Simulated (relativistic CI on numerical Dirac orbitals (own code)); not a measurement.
**One change at a time: Au⁶⁹⁺**

Base calculation: Dirac-Coulomb-Breit CI, KLI orbitals optimised for each configuration, model QED, unscaled Slater integrals.

CI space (outside the closed core 1s2): 2s2 2p6, 2s2 2p5 3s, 2s2 2p5 3p, 2s2 2p5 3d, 2s 2p6 3s, 2s 2p6 3p, 2s 2p6 3d, 2s2 2p5 4s, 2s2 2p5 4p, 2s2 2p5 4d, 2s2 2p5 4f, 2s2 2p4 3s2, 2s2 2p4 3s 3p, 2s2 2p5 5s, 2s 2p6 4s, 2s2 2p5 5p, 2s2 2p4 3s 3d, 2s2 2p5 5d, 2s2 2p4 3p2, 2s 2p6 4p, 2s2 2p5 5f, 2s2 2p5 5g, 2s 2p6 4d, 2s 2p6 4f, 2s2 2p4 3p 3d, 2s 2p5 3s2, 2s2 2p4 3d2, 2s 2p5 3s 3p, 2s 2p5 3s 3d, 2s 2p5 3p2, 2s 2p6 5s, 2s 2p5 3p 3d, 2s 2p6 5p, 2s 2p6 5d, 2s 2p6 5f, 2s 2p6 5g. Levels of other configurations are missing.

Variants: (1) QED terms removed; (2) one mean potential for all configurations. Shifts of the energy above 2s2 2p6 1S_0, in eV, for the lowest level and the first level of each name with at least 55 % of one term (blank where a level changes its place among those of its configuration and J or its character, or is not in the variant):

| Level | Base | Δ(1) | Δ(2) |
| --- | --- | --- | --- |
| 2s2 2p6 1S_0 | 0.0 | 0.0 | 0.0 |
| 2s2 2p5 3s 3P°_2 | 9493.6 | -3.1 | -2.0 |
| 2s2 2p5 3s 1P°_1 | 9503.0 | -3.1 | -2.0 |
| 2s2 2p5 3p 3D_3 | 10176.8 | +2.7 | -1.9 |
| 2s2 2p5 3p 1P_1 | 10177.4 | +2.7 | -1.9 |
| 2s2 2p5 3p 3P_2 | 10191.3 | +2.7 | -1.9 |
| 2s2 2p5 3p 1S_0 | 10254.1 | +2.7 | -0.9 |
| 2s2 2p5 3d 3P°_0 | 10350.0 | +3.9 | -2.1 |
| 2s2 2p5 3d 3P°_1 | 10360.9 | +3.9 | -2.1 |
| 2s2 2p5 3d 3F°_4 | 10474.7 | +3.6 | -2.0 |
| 2s2 2p5 3d 3D°_3 | 10493.6 | +3.6 | -2.0 |
| 2s2 2p5 3d 1P°_1 | 10524.9 | +3.6 | -2.0 |
| 2s2 2p5 3s 3P°_0 | 11373.8 | -4.5 | -1.7 |
| 2s2 2p5 3s 3P°_1 | 11377.2 | -4.5 | -1.7 |
| 2s2 2p5 3p 3D_1 | 11534.2 | +1.7 | -1.7 |
| 2s2 2p5 3p 3P_0 | 11588.5 | +1.7 | -1.0 |
| 2s 2p6 3s 3S_1 | 11908.3 | +17.6 | -1.5 |
| 2s 2p6 3s 1S_0 | 11950.0 | +18.0 | -1.1 |
| 2s 2p6 3p 3P°_1 | 12079.3 | +24.0 | -1.5 |
| 2s 2p6 3p 3P°_0 | 12080.4 | +24.2 | -1.5 |
| 2s2 2p5 3d 3F°_2 | 12241.0 | +2.5 | -1.7 |
| 2s 2p6 3p 3P°_2 | 12600.5 | +23.7 | -1.5 |

At this charge energies of transitions that change n are usually good to better than 1 %, and those within a shell (Δn = 0) to a few per cent.

Ionisation energy from the two ground configurations alone: base 18038.5 eV; QED terms removed 18042.3 eV. The NIST ASD value (theoretical) is 18040 eV.

LS names give the leading component of a level, which can be under half, so a name can repeat, a term be missing and a line seem to break the LS rules.
